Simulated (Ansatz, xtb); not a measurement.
# Two structures of AlCuFGeH3

Structure X is a singlet given by its coordinates and structure Y is a singlet given by its coordinates. Both are isolated molecules in the gas phase, relaxed with B3LYP-D3(BJ)/def2-SVP.

X (Å):

```xyz
7

Al   -1.5805   -0.2862   -0.3508
Cu    0.3759   -0.4230   -1.6512
F    -2.5991   -0.2005    0.9599
Ge    2.6307   -0.5612   -2.3193
H     3.5661    0.4366   -1.5757
H     3.2785   -1.9552   -2.0731
H     2.8809   -0.2768   -3.8293
```

Close contacts (Å): Al1–Cu2 2.35, Al1–F3 1.66, Cu2–Ge4 2.36, Ge4–H5 1.56, Ge4–H6 1.56, Ge4–H7 1.56.

Y (Å):

| atom | x (Å) | y (Å) | z (Å) |
| --- | --- | --- | --- |
| Al | 0.7384 | 2.6377 | -2.2125 |
| Cu | 0.9856 | 0.1759 | -3.1554 |
| F | -0.7705 | 3.2408 | -2.6281 |
| Ge | 0.8551 | 0.6853 | -0.8298 |
| H | 2.0026 | 3.4888 | -2.6202 |
| H | 2.1938 | 0.0559 | -0.3782 |
| H | -0.3172 | -0.2173 | -0.3875 |

Close contacts (Å): Al1–Cu2 2.65, Al1–F3 1.68, Al1–Ge4 2.40, Cu2–Ge4 2.38, Al1–H5 1.58, Ge4–H6 1.55, Ge4–H7 1.54.

Task: Estimate which is lower in electronic energy at CCSD(T)/def2-SVP + ΔMP2/def2-TZVPP, and by roughly how much.

Result: Too close to call at this level: CCSD(T)/def2-SVP + ΔMP2/def2-TZVPP gives E(Y) − E(X) = −3.57 kJ/mol.

How the difference moves with the method:

```csv
level,geometry,E(Y) − E(X) (kJ/mol),departure from the last row (kJ/mol),"job, with rough time for the two"
B3LYP-D3(BJ)/def2-SVP,B3LYP-D3(BJ)/def2-SVP,−11.57,−8.01,"optimisation, 2.8 min"
HF/def2-SVP,B3LYP-D3(BJ)/def2-SVP,−17.94,−14.37,part of the CCSD(T) run
MP2/def2-SVP,B3LYP-D3(BJ)/def2-SVP,−3.84,−0.27,part of the CCSD(T) run
CCSD(T)/def2-SVP,B3LYP-D3(BJ)/def2-SVP,−4.84,−1.28,single point
CCSD(T)/def2-SVP + ΔMP2/def2-TZVPP,B3LYP-D3(BJ)/def2-SVP,−3.57,,"single point, 54 s"
```

The largest departure from CCSD(T)/def2-SVP + ΔMP2/def2-TZVPP is that of HF/def2-SVP, 14.37 kJ/mol. A small imaginary or near-zero mode remains, so no thermal terms are given. Levels run at GFN2-xTB geometries aren't shown. The last row adds to CCSD(T) the change of the MP2 difference between the two basis sets, here +1.28 kJ/mol.

The T1 diagnostic of structures X and Y is large, so the coupled-cluster value is less sure. The correlated steps freeze 20 core orbitals; the filled d shell of Ge is correlated; the last core shell of Cu is correlated, in a basis made for valence electrons. Run with Ansatz 0.2.0; the last row on 2 threads of Intel(R) Xeon(R) Platinum 8488C (Sapphire Rapids) on a shared host.
